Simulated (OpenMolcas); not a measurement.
## Ti3+ in Cs2NaYCl6

Ti3+ with its 6 nearest chloride ions at 2.496 Å, on the Y site of Cs2NaYCl6 (a = 10.7396 Å, distance in the model lattice 2.619 Å). The rest of the host is ab initio model potentials to 7.6 Å, with orthogonalisation functions on the cations behind the ligands, and point charges beyond; the distance is set by hand and nothing relaxes. Ligand basis ANO-RCC-VDZP.
```
Ti    0.0000    0.0000    0.0000
Cl    2.4960    0.0000    0.0000
Cl    0.0000    2.4960    0.0000
Cl   -2.4960    0.0000    0.0000
Cl    0.0000   -2.4960    0.0000
Cl    0.0000    0.0000    2.4960
Cl    0.0000    0.0000   -2.4960
```

| Property | Result |
| --- | --- |
| Program | OpenMolcas 26.06 |
| Method | SS-CASPT2, IPEA 0.25 Eh, imaginary shift 0.1 Eh (closed shells correlated: 3s 3p and the ligand valence shells) |
| Basis | ANO-RCC-VDZP [5s4p2d1f] |
| Scalar Hamiltonian | DKH2, point nucleus |
| Active space | 1 electron in 5 orbitals (3d) |
| State averaging | 2S+1 = 2 even, 5 roots |
| Spin-orbit coupling | state interaction with AMFI integrals over the reference wave functions |

The lowest spin-free states (labels of O, the rotations of Oh), above the lowest:

```tsv
State	Degeneracy	E (cm-1)
2T2	3	0
2E	2	11720
```

The lowest levels with spin-orbit coupling:

```json
{"E (cm-1)": "0", "Degeneracy": "4", "Label": "Γ8", "2S+1": "2", "g": ""}
{"E (cm-1)": "220", "Degeneracy": "2", "Label": "Γ7", "2S+1": "2", "g": "1.96 1.96 1.96"}
{"E (cm-1)": "11800", "Degeneracy": "4", "Label": "Γ8", "2S+1": "2", "g": ""}
```

Powder χT (cm3 K/mol): 0.00498 at 2 K, 0.0239 at 10 K, 0.118 at 50 K, 0.229 at 100 K, 0.375 at 200 K, 0.45 at 300 K. The effective moment at 300 K is 2.828 √(χT) = 1.90 μB.

The lowest level has 2S+1 = 2, for which the spin-only value is χT = S(S+1) / 2 = 0.375 cm3 K/mol (g = 2). The computed 0.450 at 300 K differs by +0.075, through orbital momentum, spin-orbit coupling and any other state in reach. With a threefold ground state the orbital momentum is unquenched, so the spin-only value is not expected to hold.

The gap between the two states is 10Dq = 11723 cm-1.

Roots that are degenerate in the reference are averaged as groups; the widest CASPT2 spread within a group is 170 cm-1 (the 3-fold group of multiplicity 2 near 0 cm-1 above the lowest state of its run). Shifts and gaps below about the spread of the groups concerned are not significant. Over all roots computed the reference weight is 0.68; a low but even weight reflects the number of correlated electrons. An orbital triplet at a regular site is open to Jahn-Teller coupling, which can distort the site and quench the lowest spin-orbit gaps and is left out. Ligand-to-metal charge-transfer states are missing. With one d shell and no ligand orbital active, 10Dq can be off by a tenth or more. No measured value stands beside these numbers; the geometry was set by hand and not optimised.
